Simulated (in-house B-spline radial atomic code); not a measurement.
Sn⁻. Computed with a B-spline radial atomic code. Model: all-electron spherical atom, spin shells full or empty, radial basis limit, no spin-orbit coupling: exact exchange with a local potential (Slater, KLI or optimised effective potential, whose far tail is KLI's), no correlation.

Anion configuration assumed.

Exchange potential has not reached -1/r at the last radius.

The run also made RPA and GW results, which its time includes.

The Slater potential averages the orbital exchange potentials with the orbital densities as weights, KLI adds orbital constants, and the optimised effective potential minimises the exact-exchange energy among local potentials. So their energies lie above Hartree-Fock in the order OEP, KLI, Slater. All fall off as −1/r, unlike LDA and GGA exchange.

Command:
```bash
python run_gw.py task.json out
```
Settings (lengths in bohr, energies in hartree):
```
Z                      50
electrons              51
configuration          [Kr] 4d10 5s2 5p3
hamiltonian            nr
method                 oep
lmax                   9
spin_polarised         True
box_radius             60
intervals              85
```

Run time, properties included: 16 s on 1 thread of Arm Neoverse V1, on a shared host.

Given: hamiltonian non-relativistic; mean-field start exchange-only OEP.

Computed: energy above Hartree-Fock 18.216 millihartree; virial ratio -E/T less 1 0.

```csv
radius (bohr),r times exchange potential up (hartree bohr),r times exchange potential down (hartree bohr)
0.001,-0.04049,-0.040516
0.00129,?,?
0.00166,-0.067006,-0.067048
0.00214,-0.086109,-0.086163
0.00276,-0.11048,-0.11055
0.00356,-0.14131,-0.1414
0.00458,-0.17943,-0.17955
0.00591,-0.22678,-0.22693
0.00762,-0.28323,-0.28342
0.00982,-0.34793,-0.34817
0.0127,-0.41856,-0.41886
0.0163,-0.48464,-0.485
0.021,?,?
0.0271,-0.5506,-0.55081
0.0349,-0.5164,-0.5161
0.045,-0.50645,-0.50556
0.058,-0.63931,-0.63881
0.0748,-0.8186,-0.81907
0.0964,-0.93222,-0.93367
0.124,-0.92654,-0.92936
0.16,-0.83284,-0.83661
0.206,-1.0054,-1.0074
0.266,-1.2617,-1.2636
0.343,-1.3104,-1.3141
0.442,-1.024,-1.0317
0.569,-0.82731,-0.82992
0.734,-1.2592,-1.2642
0.946,-1.3955,-1.4066
1.22,-1.2785,-1.3001
1.57,-0.97878,-1.0046
2.03,-0.97768,-0.80452
2.61,-1.2028,-0.90937
3.36,-1.2991,-0.99466
4.34,-1.2878,-1.0079
5.59,-1.2161,-1.0034
7.2,-1.1364,-1.0002
9.28,-1.0793,-1
```

Task: What belongs in the row 0.00129?

Result: r times exchange potential up (hartree bohr): -0.052171; r times exchange potential down (hartree bohr): -0.052203.

Task: What belongs in the row 0.021?

Result: r times exchange potential up (hartree bohr): -0.53591; r times exchange potential down (hartree bohr): -0.53627.

```json
{"occupied": "1s up", "level (hartree)": "-1027.9", "Hartree-Fock level (hartree)": "-1041"}
{"occupied": "1s down", "level (hartree)": "?", "Hartree-Fock level (hartree)": "?"}
{"occupied": "2s up", "level (hartree)": "-151.6", "Hartree-Fock level (hartree)": "-156.75"}
{"occupied": "2s down", "level (hartree)": "-151.61", "Hartree-Fock level (hartree)": "-156.75"}
{"occupied": "2p up", "level (hartree)": "-141.75", "Hartree-Fock level (hartree)": "-146.26"}
{"occupied": "2p down", "level (hartree)": "-141.76", "Hartree-Fock level (hartree)": "-146.26"}
{"occupied": "3s up", "level (hartree)": "-29.137", "Hartree-Fock level (hartree)": "-31.37"}
{"occupied": "3s down", "level (hartree)": "?", "Hartree-Fock level (hartree)": "?"}
{"occupied": "3p up", "level (hartree)": "-25.076", "Hartree-Fock level (hartree)": "-26.981"}
{"occupied": "3p down", "level (hartree)": "-25.086", "Hartree-Fock level (hartree)": "-26.978"}
{"occupied": "3d up", "level (hartree)": "-17.569", "Hartree-Fock level (hartree)": "-18.934"}
{"occupied": "3d down", "level (hartree)": "-17.581", "Hartree-Fock level (hartree)": "-18.933"}
{"occupied": "4s up", "level (hartree)": "-4.4391", "Hartree-Fock level (hartree)": "-5.2848"}
{"occupied": "4s down", "level (hartree)": "-4.449", "Hartree-Fock level (hartree)": "-5.2794"}
{"occupied": "4p up", "level (hartree)": "-3.0928", "Hartree-Fock level (hartree)": "-3.743"}
{"occupied": "4p down", "level (hartree)": "-3.1025", "Hartree-Fock level (hartree)": "-3.7357"}
{"occupied": "4d up", "level (hartree)": "-0.87108", "Hartree-Fock level (hartree)": "-1.142"}
{"occupied": "4d down", "level (hartree)": "-0.87634", "Hartree-Fock level (hartree)": "-1.1361"}
{"occupied": "5s up", "level (hartree)": "-0.25303", "Hartree-Fock level (hartree)": "-0.35107"}
{"occupied": "5s down", "level (hartree)": "-0.18061", "Hartree-Fock level (hartree)": "-0.18051"}
{"occupied": "5p up", "level (hartree)": "-0.059789", "Hartree-Fock level (hartree)": "-0.061337"}
```

Task: What belongs in the row 1s down?

Result: level (hartree): -1027.9; Hartree-Fock level (hartree): -1041.

Task: What belongs in the row 3s down?

Result: level (hartree): -29.148; Hartree-Fock level (hartree): -31.368.

The highest level, 5p up, differs from Hartree-Fock by +0.042 eV and the deepest, 1s down, by +356 eV: a local potential can match the highest level but can't give each shell its own exchange.
